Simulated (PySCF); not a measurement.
Compound: C₄H₆F₃OSi (doublet state).
Geometry (GFN2-xTB, Å), atoms numbered from 1 in this order:
```
atom  x, y, z in Å
C1    -0.7472    1.7254   -0.1508
Si2   -0.5415   -0.1508   -0.0117
C3    -2.0319   -1.3087   -0.1001
C4     1.1149   -0.9463    0.1420
O5     1.2990   -2.1664    0.2181
C6     2.2955    0.0234    0.1858
F7     3.4870   -0.5540    0.2508
F8     2.1993    0.8664    1.2422
F9     2.2995    0.8316   -0.9015
H10   -0.0257    2.2542    0.4674
H11   -0.6071    2.0648   -1.1745
H12   -1.7431    2.0253    0.1643
H13   -2.7071   -1.1585    0.7390
H14   -2.6022   -1.1564   -1.0133
H15   -1.6940   -2.3419   -0.0796
```

The hyperfine couplings belong to this conformer and change with its torsions.

Identity: `C[Si](C)C(=O)C(F)(F)F` [radical].

Computed, not measured: UKS B3LYP, pcH-1 on C F H O Si, non-relativistic, mean-field spin-orbit, GIAO in PySCF. Geometry: GFN2-xTB; no solvent, vibrations or thermal averaging. GFN2-xTB frequencies show an imaginary mode (36i cm⁻¹), so this geometry is no minimum at that level. Couplings are sensitive to structure, and on GFN2-xTB geometries they can be far from those on DFT ones, by a factor of two or more for some ions and for spin on atoms past the first row. No stability test was run, so a lower SCF solution isn't excluded.

Largest spin populations (Mulliken): Si2 (+0.75) and O5 (+0.28). The angles at Si2 add up to 359.9°, so it is planar.

Q: How do the β-proton couplings of this frozen conformer go with θ, the angle between the C–H bond and the normal to the plane of the spin centre's three neighbours, both seen down the bond from centre to carbon?

A: 
```
β H  on  centre  θ (°)  cos²θ   a (G)
H10  C1     Si2     54   0.34   +6.00
H11  C1     Si2      6   0.99  +17.51
H12  C1     Si2     66   0.17   +2.78
H13  C3     Si2     27   0.80  +13.28
H14  C3     Si2     33   0.70  +12.40
H15  C3     Si2     87   0.00   +0.34
```

Fitting the Heller–McConnell form a = ρ(B0 + B2 cos²θ), with Mulliken ρ = 0.75, gives B0 = 0.1 G and B2 = 23.0 G, with a largest miss of 0.6 G. By this fit the coupling would be 17.3 G at θ = 0° and 0.1 G at 90°.

Q: What would the freely rotating methyl group on C1 show?

A: Three equal couplings, a 1:3:3:1 quartet. The mean of the three values of this geometry estimates the splitting: 8.8 G, or 24.6 MHz (three bonds 120° apart have a mean cos²θ of 1/2 at any torsion).

Couplings in gauss use g_iso = 2.0041.
